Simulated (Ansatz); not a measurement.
How methods differ on SiH3Br (SMILES [SiH3]Br)

SiH3Br: 5 atoms, total charge 0, spin state singlet. SMILES: `[SiH3]Br`. Geometry: relaxed at PBE0-D4/def2-TZVP.

| atom | x (Å) | y (Å) | z (Å) |
| --- | --- | --- | --- |
| Si | -0.1474 | 0.0561 | -0.0432 |
| Br | 1.8530 | -0.7051 | 0.5433 |
| H | -1.0646 | -0.1052 | 1.1079 |
| H | -0.6256 | -0.7313 | -1.2023 |
| H | -0.0155 | 1.4856 | -0.4056 |

Each level gives the energy change with the Si1–H3 bond stretched from 1.481 to 2.961 Å (eV). The values are calculated.

| level | kind | program | value (eV) | less FCI/STO-3G | CPU time (all runs) |
| --- | --- | --- | --- | --- | --- |
| SVWN5/STO-3G (restricted) | LDA | Ansatz | 5.68 | +1.09 | 2 s |
| PBE/STO-3G (restricted) | GGA | Ansatz | 5.46 | +0.87 | 3.1 s |
| B3LYP/STO-3G (restricted) | global hybrid | Ansatz | 5.94 | +1.35 | 3 s |
| r2SCAN0/STO-3G (restricted) | hybrid meta-GGA | Ansatz | 6.44 | +1.85 | 7.8 s |
| CAM-B3LYP/STO-3G (restricted) | range-separated hybrid | Ansatz | 6.53 | +1.94 | 3.3 s |
| B2PLYP/STO-3G (restricted) | double hybrid | Ansatz | 6.00 | +1.41 | 4 s |
| MP2/STO-3G (restricted) | perturbation theory | Ansatz | 6.09 | +1.50 | 0.56 s |
| CCSD(T)/STO-3G (restricted) | coupled cluster or CI | Ansatz | 4.59 | 0.00 | 0.72 s |
| FCI/STO-3G | exact in the basis | Ansatz | 4.59 | 0.00 | 9.8 s |

FCI/STO-3G is exact within its basis and frozen core, so for wave-function methods in that basis the difference is their error; functionals converge differently with the basis, so for them it is only a difference. All-electron rows without a relativistic Hamiltonian named are non-relativistic. The first shape isn't each level's own minimum. The values span 4.59 to 6.53 eV. All rows use very small basis sets, so none should be taken for the real molecule's value. In the correlated wave-function rows the outer d shell of Br is correlated, in sets not made for it. Times are those of the runs behind each value, whatever else they computed, on shared processors of several kinds: orders of magnitude only.
